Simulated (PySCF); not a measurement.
## Excitation energy of N⁺ by level of theory

N⁺ [He] 2s2 2p2 (3P) → N⁺ [He] 2s1 2p3 (5S), as a difference of total energies. All numbers are calculated (PySCF 2.14, scalar relativity by spin-free X2C-1e, in aug-cc-pVTZ-DK). Correlated levels: valence: 1s2 frozen. The calculations carry no spin-orbit coupling.

| method | excitation energy (eV) |
| --- | --- |
| UHF | 4.044 |
| LDA | 5.721 |
| PBE | 5.834 |
| PBE0 | 5.680 |
| r2SCAN | 5.096 |
| wB97X | 5.615 |
| M06 | 5.751 |
| M06-2X | 6.622 |
| PBEsol | 5.614 |
| MP2 (valence) | 5.255 |
| SCS-MP2 (valence) | 5.840 |

**Question.** How much does correlation contribute at MP2 (valence)?

**Answer.** 5.255 − (4.044) = 1.211 eV, measured against UHF.

Errors of the correlated levels include the incompleteness of this basis and the frozen core.

For comparison: 5.790 eV (measured; NIST levels, between the centres of gravity of the two terms).
